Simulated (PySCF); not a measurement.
Se(OH)(OMe) (CH4O2Se), SMILES CO[Se]O.

Geometry: B3LYP-D3(BJ)/def2-SVP. The structure was generated by enumeration, and PubChem lists no compound with its InChIKey, so it may never have been made. Other conformers were not sampled.

Calculation: TDA-B3LYP/def2-SVPD (PySCF).

Vertical excitations. The molecule is in vacuum.

Question: Estimate the UV-visible absorptions. (An estimate is asked for; the answer gives what the named calculation found.)

Answer: 
```json
[
 {"state": "S1", "energy (eV)": "3.77", "λ (nm)": "329", "f": "0.000", "main pairs": "HOMO→LUMO 97 %"},
 {"state": "S2", "energy (eV)": "4.40", "λ (nm)": "282", "f": "0.002", "main pairs": "HOMO→LUMO+1 96 %"},
 {"state": "S3", "energy (eV)": "5.69", "λ (nm)": "218", "f": "0.050", "main pairs": "HOMO→LUMO+2 98 %"},
 {"state": "S4", "energy (eV)": "5.83", "λ (nm)": "213", "f": "0.006", "main pairs": "HOMO−1→LUMO 67 %, HOMO−1→LUMO+1 26 %"},
 {"state": "S5", "energy (eV)": "6.11", "λ (nm)": "203", "f": "0.003", "main pairs": "HOMO−1→LUMO+1 60 %, HOMO−2→LUMO 21 %, HOMO−1→LUMO 14 %"},
 {"state": "S6", "energy (eV)": "6.37", "λ (nm)": "195", "f": "0.022", "main pairs": "HOMO−2→LUMO 65 %, HOMO−2→LUMO+1 16 %"},
 {"state": "S7", "energy (eV)": "6.48", "λ (nm)": "191", "f": "0.023", "main pairs": "HOMO→LUMO+3 95 %"},
 {"state": "S8", "energy (eV)": "6.79", "λ (nm)": "183", "f": "0.043", "main pairs": "HOMO→LUMO+4 93 %"},
 {"state": "S9", "energy (eV)": "6.96", "λ (nm)": "178", "f": "0.021", "main pairs": "HOMO→LUMO+5 92 %"},
 {"state": "S10", "energy (eV)": "7.25", "λ (nm)": "171", "f": "0.120", "main pairs": "HOMO−2→LUMO+1 55 %, HOMO−3→LUMO 8 %"},
 {"state": "T1", "energy (eV)": "3.05", "λ (nm)": "407", "f": "0", "main pairs": "HOMO→LUMO 96 %"},
 {"state": "T2", "energy (eV)": "3.39", "λ (nm)": "366", "f": "0", "main pairs": "HOMO→LUMO+1 96 %"},
 {"state": "T3", "energy (eV)": "5.26", "λ (nm)": "236", "f": "0", "main pairs": "HOMO−1→LUMO 55 %, HOMO−1→LUMO+1 37 %"},
 {"state": "T4", "energy (eV)": "5.52", "λ (nm)": "225", "f": "0", "main pairs": "HOMO−1→LUMO+1 45 %, HOMO−1→LUMO 28 %, HOMO→LUMO+2 20 %"}
]
```
Triplets are in the Tamm–Dancoff approximation.
